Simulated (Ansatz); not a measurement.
Ansatz (an electronic-structure program) input file for C2H5ClF2Si, SMILES CC(F)(F)[SiH2]Cl, PBE-D3(BJ)/def2-SVP. 

Ansatz 0.2 input:
```yaml
crystal:
  periodic: [false, false, false]
  atoms:
    - {symbol: C, position_ang: [-1.89207344, 0.50427253, 0.25262614]}
    - {symbol: C, position_ang: [-0.88525987, -0.55919294, -0.07785267]}
    - {symbol: F, position_ang: [-0.85730345, -0.74707987, -1.43018418]}
    - {symbol: F, position_ang: [-1.28188264, -1.75176408, 0.47458605]}
    - {symbol: Si, position_ang: [0.91754852, -0.28768362, 0.53381790]}
    - {symbol: Cl, position_ang: [1.57652123, 1.54041922, -0.17224941]}
    - {symbol: H, position_ang: [-1.58626459, 1.46245928, -0.18891395]}
    - {symbol: H, position_ang: [-2.86831607, 0.20822864, -0.15959021]}
    - {symbol: H, position_ang: [-1.98122278, 0.62283477, 1.34135241]}
    - {symbol: H, position_ang: [1.77571104, -1.37164227, -0.00745932]}
    - {symbol: H, position_ang: [0.93022720, -0.26231826, 2.02114254]}
basis:
  gaussian:
    orbitals: def2-SVP
hamiltonian:
  xc: pbe
  dispersion: d3bj
relax: {f_tol: 0.002, max_steps: 200}
```

Output:

```
WARN ansatz: RAYON_NUM_THREADS=2 ignored (pool sized by the plan → 2); use --threads N
Functional definition: PBE
integrals: 0.06 GiB planned
1293 factors; their error is unknown
mean field: 0.36 GiB planned
mean field evaluation 1: about -27955.7608 eV, gradient 4.9e1 eV
mean field evaluation 2: about -27951.2982 eV, gradient 6.3e1 eV
mean field evaluation 4: about -27961.3981 eV, gradient 1.9e0 eV
mean field evaluation 8: about -27961.4000 eV, gradient 6.9e-2 eV
mean field evaluation 16: about -27961.3074 eV, gradient 1.9e-4 eV
mean field -27961.30738493 eV, -1027.5590935412 hartree, gradient 5.3e-5 eV, S^2 0.000000; 0 other end points of the search recorded, 0 dependent functions left out
the calculation of the forces begins
reference -27961.30741573 eV, -1027.5590946731 hartree; 33, 33 occupied and 84, 84 virtual orbitals, 1293 factors
relax step   1: F+E_penalty+E_count = -27961.56339448 eV  Δ(F+E_penalty+E_count) = +0.000e0 eV  max|allowed force component| = 7.428e-1 eV/Å  Δτ_max = 0.0000 Å  (28 SCF iters, accepted)
these checks for a lower state are left out or cut short: starts, cluster_reference, orbital_swaps, neighbouring_geometries, increment
integrals: 0.06 GiB planned
1293 factors; their error is unknown
mean field: 0.35 GiB planned
mean field -27961.33060614 eV, -1027.5599469051 hartree, gradient 1.5e-5 eV, S^2 0.000000; 0 other end points of the search recorded, 0 dependent functions left out
the calculation of the forces begins
reference -27961.33063710 eV, -1027.5599480428 hartree; 33, 33 occupied and 84, 84 virtual orbitals, 1293 factors
relax step   2: F+E_penalty+E_count = -27961.58493041 eV  Δ(F+E_penalty+E_count) = -2.154e-2 eV  max|allowed force component| = 2.944e-1 eV/Å  Δτ_max = 0.0257 Å  (30 SCF iters, accepted)
these checks for a lower state are left out or cut short: starts, cluster_reference, orbital_swaps, neighbouring_geometries, increment
integrals: 0.06 GiB planned
1293 factors; their error is unknown
mean field: 0.35 GiB planned
mean field evaluation 32: about -27961.3346 eV, gradient 1.6e-5 eV
mean field -27961.33456913 eV, -1027.5600925424 hartree, gradient 1.6e-5 eV, S^2 0.000000; 0 other end points of the search recorded, 0 dependent functions left out
the calculation of the forces begins
reference -27961.33460014 eV, -1027.5600936820 hartree; 33, 33 occupied and 84, 84 virtual orbitals, 1293 factors
relax step   3: F+E_penalty+E_count = -27961.58822139 eV  Δ(F+E_penalty+E_count) = -3.291e-3 eV  max|allowed force component| = 5.832e-2 eV/Å  Δτ_max = 0.0119 Å  (31 SCF iters, accepted)
these checks for a lower state are left out or cut short: starts, cluster_reference, orbital_swaps, neighbouring_geometries, increment
integrals: 0.06 GiB planned
1293 factors; their error is unknown
mean field: 0.35 GiB planned
mean field -27961.33470579 eV, -1027.5600975644 hartree, gradient 1.3e-5 eV, S^2 0.000000; 0 other end points of the search recorded, 0 dependent functions left out
the calculation of the forces begins
reference -27961.33473680 eV, -1027.5600987040 hartree; 33, 33 occupied and 84, 84 virtual orbitals, 1293 factors
relax step   4: F+E_penalty+E_count = -27961.58840113 eV  Δ(F+E_penalty+E_count) = -1.797e-4 eV  max|allowed force component| = 2.068e-2 eV/Å  Δτ_max = 0.0050 Å  (24 SCF iters, accepted)
these checks for a lower state are left out or cut short: starts, cluster_reference, orbital_swaps, neighbouring_geometries, increment
integrals: 0.06 GiB planned
1293 factors; their error is unknown
mean field: 0.35 GiB planned
mean field -27961.33474612 eV, -1027.5600990465 hartree, gradient 6.4e-6 eV, S^2 0.000000; 0 other end points of the search recorded, 0 dependent functions left out
the calculation of the forces begins
reference -27961.33477713 eV, -1027.5601001862 hartree; 33, 33 occupied and 84, 84 virtual orbitals, 1293 factors
relax step   5: F+E_penalty+E_count = -27961.58842589 eV  Δ(F+E_penalty+E_count) = -2.476e-5 eV  max|allowed force component| = 6.308e-3 eV/Å  Δτ_max = 0.0015 Å  (24 SCF iters, accepted)
these checks for a lower state are left out or cut short: starts, cluster_reference, orbital_swaps, neighbouring_geometries, increment
integrals: 0.06 GiB planned
1293 factors; their error is unknown
mean field: 0.35 GiB planned
mean field -27961.33484158 eV, -1027.5601025547 hartree, gradient 1.1e-5 eV, S^2 0.000000; 0 other end points of the search recorded, 0 dependent functions left out
the calculation of the forces begins
reference -27961.33487260 eV, -1027.5601036947 hartree; 33, 33 occupied and 84, 84 virtual orbitals, 1293 factors
relax step   6: F+E_penalty+E_count = -27961.58843602 eV  Δ(F+E_penalty+E_count) = -1.013e-5 eV  max|allowed force component| = 5.250e-3 eV/Å  Δτ_max = 0.0035 Å  (24 SCF iters, accepted)
these checks for a lower state are left out or cut short: starts, cluster_reference, orbital_swaps, neighbouring_geometries, increment
integrals: 0.06 GiB planned
1293 factors; their error is unknown
mean field: 0.35 GiB planned
mean field -27961.33484588 eV, -1027.5601027127 hartree, gradient 2.0e-5 eV, S^2 0.000000; 0 other end points of the search recorded, 0 dependent functions left out
the calculation of the forces begins
reference -27961.33487690 eV, -1027.5601038527 hartree; 33, 33 occupied and 84, 84 virtual orbitals, 1293 factors
relax step   7: F+E_penalty+E_count = -27961.58843744 eV  Δ(F+E_penalty+E_count) = -1.417e-6 eV  max|allowed force component| = 2.482e-3 eV/Å  Δτ_max = 0.0008 Å  (21 SCF iters, accepted)
these checks for a lower state are left out or cut short: starts, cluster_reference, orbital_swaps, neighbouring_geometries, increment
integrals: 0.06 GiB planned
1293 factors; their error is unknown
mean field: 0.35 GiB planned
mean field -27961.33484067 eV, -1027.5601025211 hartree, gradient 3.0e-5 eV, S^2 0.000000; 0 other end points of the search recorded, 0 dependent functions left out
the calculation of the forces begins
reference -27961.33487169 eV, -1027.5601036611 hartree; 33, 33 occupied and 84, 84 virtual orbitals, 1293 factors
relax step   8: F+E_penalty+E_count = -27961.58843771 eV  Δ(F+E_penalty+E_count) = -2.685e-7 eV  max|allowed force component| = 3.269e-4 eV/Å  Δτ_max = 0.0003 Å  (19 SCF iters, accepted)
integrals: 0.06 GiB planned
1293 factors; their error is unknown
mean field: 0.35 GiB planned
mean field evaluation 64: about -27951.4365 eV, gradient 6.3e1 eV
mean field -27961.33484067 eV, -1027.5601025211 hartree, gradient 3.0e-5 eV, S^2 0.000000; 1 other end points of the search recorded, 0 dependent functions left out
the calculation of the forces begins
reference -27961.33487169 eV, -1027.5601036611 hartree; 33, 33 occupied and 84, 84 virtual orbitals, 1293 factors
Total energy: -27961.58846873 eV, -1027.5694231804 hartree
Atom 0 at    -1.906050     0.507031     0.251978 Å, force     0.000099    -0.000068    -0.000199 eV/Å
Atom 1 at    -0.887594    -0.556946    -0.078882 Å, force    -0.000208    -0.000291     0.000302 eV/Å
Atom 2 at    -0.855998    -0.749429    -1.448191 Å, force     0.000146     0.000201     0.000032 eV/Å
Atom 3 at    -1.277476    -1.767865     0.486579 Å, force    -0.000082     0.000201     0.000025 eV/Å
Atom 4 at     0.926798    -0.285085     0.534376 Å, force     0.000209    -0.000152    -0.000327 eV/Å
Atom 5 at     1.607018     1.551231    -0.174405 Å, force    -0.000007     0.000270     0.000093 eV/Å
Atom 6 at    -1.598668     1.474554    -0.188807 Å, force    -0.000003    -0.000079     0.000024 eV/Å
Atom 7 at    -2.888192     0.208444    -0.166309 Å, force    -0.000194     0.000077    -0.000050 eV/Å
Atom 8 at    -1.998849     0.625177     1.348700 Å, force     0.000001    -0.000108    -0.000011 eV/Å
Atom 9 at     1.781581    -1.385207    -0.011284 Å, force    -0.000111    -0.000148     0.000132 eV/Å
Atom 10 at     0.945117    -0.263372     2.033520 Å, force     0.000149     0.000097    -0.000022 eV/Å
Dipole moment:    -0.099005     0.118262     0.239713 e Å
```

The calculation finished and met its thresholds.

Cost: very roughly 30 core-seconds.
